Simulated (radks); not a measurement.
Values are calculated unless marked as measured or tabulated.
Task: Species: the chlorine ion Cl+. Configuration: [Ne] 3s2 3p4. Code: a radial shooting solver on a logarithmic mesh with Libxc functionals. Model: Dirac Kohn-Sham, LDA (Slater exchange, Perdew-Wang correlation), spin-unpolarised, spherical densities, point nucleus; open shells are shared between the two j in proportion to 2j + 1. Some entries of the table are withheld. Estimate them.

orbital     occ.  eigenvalue (Ry)  <1/r> (bohr^-1)
1s1/2          2        -202.4679            16.63
2s1/2          2        -19.43934            3.303
2p1/2          2        -15.10775              (1)
2p3/2          4        -14.98318              (2)
3s1/2          2         -2.35636              (3)
3p1/2    1.33333         -1.44099              (4)
3p3/2    2.66667         -1.43026              (5)

Result: 
(1) 2p1/2 <1/r> (bohr^-1): 3.222
(2) 2p3/2 <1/r> (bohr^-1): 3.197
(3) 3s1/2 <1/r> (bohr^-1): 0.9326
(4) 3p1/2 <1/r> (bohr^-1): 0.8032
(5) 3p3/2 <1/r> (bohr^-1): 0.7988
